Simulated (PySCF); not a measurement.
FeO4, multiplicity 1. Atoms are numbered in the order given.

```xyz
5

Fe     0.0000     0.0000     0.2363
O      0.6872     0.0000    -1.3868
O     -0.6872     0.0000    -1.3868
O      0.0000    -1.3403     1.0027
O      0.0000     1.3403     1.0027
```
Charge 0, spin multiplicity 1.

Coordinates come from a TPSSh-D3(BJ)/def2-SVP optimisation. The multiplicity is an assumed one; other spin states were not compared.

Computed with PySCF with TDDFT-B3LYP/def2-SVPD.

Vertical excitations.  State labels are in the subgroup C2v.

Computed UV-visible absorptions:
```csv
state,symmetry,energy (eV),λ (nm),f,main pairs
S1,A2,1.27,979,0.000,HOMO−1→LUMO 98 %
S2,A1,1.75,711,0.007,HOMO→LUMO 92 %
S3,B2,2.06,601,0.000,HOMO→LUMO+2 98 %
S4,A2,2.15,577,0.000,HOMO→LUMO+1 100 %
S5,A1,2.45,506,0.003,HOMO−1→LUMO+1 95 %
S6,B1,2.47,502,0.001,HOMO−1→LUMO+2 93 %
S7,B1,2.66,467,0.000,"HOMO→LUMO+3 64 %, HOMO−2→LUMO 35 %"
S8,B1,2.73,455,0.001,"HOMO−2→LUMO 62 %, HOMO→LUMO+3 35 %"
S9,B2,2.76,448,0.000,"HOMO−1→LUMO+3 54 %, HOMO−3→LUMO 41 %"
S10,B2,3.32,374,0.003,"HOMO−3→LUMO 41 %, HOMO−1→LUMO+3 29 %, HOMO−2→LUMO+1 26 %"
T1,A1,0.66,1875,0,HOMO→LUMO 99 %
T2,A2,0.69,1792,0,HOMO−1→LUMO 96 %
T3,B2,1.50,828,0,HOMO→LUMO+2 89 %
T4,A1,1.57,787,0,HOMO−1→LUMO+1 95 %
```
Triplets are in the Tamm–Dancoff approximation, which puts them higher than full response would, so one can lie above its singlet here.
